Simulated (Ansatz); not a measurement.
Single points on the cluster CuCl2.

```yaml
crystal:
  periodic: [false, false, false]
  atoms:
    - {symbol: Cu, position_ang: [0.169333, 0.724507, 1.039133]}
    - {symbol: Cl, position_ang: [0.713485, 0.393797, -1.176812]}
    - {symbol: Cl, position_ang: [-0.882828, -1.118304, 0.137679]}
basis:
  gaussian: {orbitals: def2-TZVP, initial_orbitals: start.molden}
magnetization: {spin_polarized: true, initial_magnetization: 3}
correlation: {method: mp2, frozen_orbitals: {Cl: 5, Cu: 9}}
scf: {omitted_lower_state_checks: [starts]}
output: {orbitals: {seedname: orbitals}}
```

The file start.molden holds the orbitals of an earlier run on this structure, at another level or in another basis.

```sh
$ ansatz run in.yaml --threads 4 --pin off --events-out ev --progress --plain --max-ram 3916MiB
```

Output, abridged:

```
Functional definition: HF
  name "HF"
  cite "Fock, Z. Phys. 61, 126 (1930) doi:10.1007/BF01340294"
  parent pbe
  exchange = exact_x
  correlation = 0
these checks for a lower state are left out or cut short: starts
890 factors; integrals over basis functions are off by at most 1.0e-3 eV
mean field evaluation 1: about -69602.7782 eV, gradient 2.8e1 eV
mean field evaluation 2: about -69604.6880 eV, gradient 6.9e0 eV
mean field evaluation 4: about -69605.1860 eV, gradient 1.2e0 eV
mean field evaluation 8: about -69605.1973 eV, gradient 6.6e-4 eV
mean field -69605.19729868 eV, -2557.9438206292 hartree, gradient 2.1e-6 eV, S^2 3.774409; 0 other end points of the search recorded, 0 dependent functions left out
19 core orbitals not correlated: weight in the atoms' cores, before any rotation towards them, 1.000 or more for the frozen orbitals, at most 0.000 for the correlated occupied ones
reference -69605.19729868 eV, -2557.9438206292 hartree; 14, 11 occupied and 86, 89 virtual orbitals, 890 factors
second order -18.62972709 eV of doubles, -0.00000000 eV of singles
Total energy: -69623.82702577 eV, -2558.6284504722 hartree
Checks for a lower state left out: starts
```

It took 1.4 s on 4 threads of INTEL XEON PLATINUM 8581C on a shared host.

First input, but with `gaussian: {orbitals: def2-TZVPP, initial_orbitals: start.molden}`, `correlation: {method: ccsd_t, frozen_orbitals: {Cl: 5, Cu: 9}}`, `scf: {omitted_lower_state_checks: [starts, cluster_reference]}` (abridged; 11 s):

```
Functional definition: HF
mean field -69605.33899670 eV, -2557.9490279356 hartree, gradient 5.8e-6 eV, S^2 3.774758
19 core orbitals not correlated: weight in the atoms' cores, before any rotation towards them, 1.000 or more for the frozen orbitals, at most 0.000 for the correlated occupied ones
second order -20.71795635 eV of doubles, -0.00000000 eV of singles
cycle   1  -20.28924916 eV  change    4.3e-1 eV  update   1.1e-1
cycle   2  -20.84102913 eV  change   -5.5e-1 eV  update   4.2e-2
cycle   3  -20.98710023 eV  change   -1.5e-1 eV  update   3.2e-2
cycle   4  -20.99451003 eV  change   -7.4e-3 eV  update   1.9e-2
cycle   5  -21.01681495 eV  change   -2.2e-2 eV  update   1.4e-2
cycle   6  -21.04553845 eV  change   -2.9e-2 eV  update   7.0e-3
cycle   7  -21.05390884 eV  change   -8.4e-3 eV  update   3.3e-3
cycle   8  -21.05346487 eV  change    4.4e-4 eV  update   1.4e-3
cycle   9  -21.05524451 eV  change   -1.8e-3 eV  update   8.9e-4
cycle  10  -21.05379080 eV  change    1.5e-3 eV  update   5.1e-4
cycle  11  -21.05435986 eV  change   -5.7e-4 eV  update   2.7e-4
cycle  12  -21.05451314 eV  change   -1.5e-4 eV  update   1.1e-4
cycle  13  -21.05442084 eV  change    9.2e-5 eV  update   4.8e-5
cycle  14  -21.05444617 eV  change   -2.5e-5 eV  update   2.1e-5
perturbative correction -0.85344060 eV, -0.0313633636 hartree
Total energy: -69627.24688347 eV, -2558.7541279246 hartree
Checks for a lower state left out: starts, cluster_reference
```

As the first input, with `hamiltonian: {xc: pbe0, dispersion: d4}` and without the key `correlation`, `scf` (abridged; 3.2 s):

```
Functional definition: PBE0
mean field evaluation 16: about -69669.9069 eV, gradient 5.1e-2 eV
mean field evaluation 32: about -69669.9069 eV, gradient 9.5e-5 eV
mean field -69669.90689239 eV, -2560.3218543363 hartree, gradient 1.0e-5 eV, S^2 3.757367; 5 other end points of the search recorded, 0 dependent functions left out
Total energy: -69669.98079725 eV, -2560.3245702899 hartree
```

The first input with `hamiltonian: {xc: {name: B3LYP}, dispersion: d4}` and without the key `correlation` (abridged; 1.6 s):

```
Functional definition: B3LYP
mean field -69686.95267903 eV, -2560.9482754412 hartree, gradient 2.0e-5 eV, S^2 3.756011
Total energy: -69687.10161369 eV, -2560.9537486893 hartree
Checks for a lower state left out: starts
```

First input, but with `hamiltonian: {xc: {name: PBE-QIDH}}`, `correlation: {frozen_orbitals: {Cl: 5, Cu: 9}}` and without the key `output` (abridged; 2.9 s):

```
Functional definition: PBE-QIDH
mean field -69650.06301814 eV, -2559.5926054083 hartree, gradient 4.9e-6 eV, S^2 3.765438
19 core orbitals not correlated: weight in the atoms' cores, before any rotation towards them, 1.000 or more for the frozen orbitals, at most 0.000 for the correlated occupied ones
second order -21.21224846 eV of doubles, -0.00000000 eV of singles
Total energy: -69657.13378177 eV, -2559.8524511790 hartree
Checks for a lower state left out: starts
```

As the first input, with `hamiltonian: {xc: {name: BLYP}, dispersion: d4}` and without the key `correlation` (abridged; 1 s):

```
Functional definition: BLYP
mean field -69687.60595047 eV, -2560.9722827239 hartree, gradient 4.9e-6 eV, S^2 3.752918
Total energy: -69687.80168173 eV, -2560.9794757151 hartree
Checks for a lower state left out: starts
```

First input, but with `hamiltonian: {xc: pbe, dispersion: d4}` and without the key `correlation` (abridged; 0.95 s):

```
Functional definition: PBE
mean field -69668.17776097 eV, -2560.2583099288 hartree, gradient 3.6e-6 eV, S^2 3.753253
Total energy: -69668.26628747 eV, -2560.2615632175 hartree
Checks for a lower state left out: starts
```

Geometry: PBE0-D4/def2-TZVP.

B3LYP takes the VWN-RPA correlation. Correlated methods freeze 19 core orbitals. In the quartet, Cl2 and Cl3 lie 2.56 Å apart (atoms count from 1), so these atoms are partly bonded to each other. At PBE0-D4/def2-TZVP a doublet of charge 0 lies 3.81 eV below the quartet, each at its own geometry. The structure comes from a short search, and lower isomers may exist.
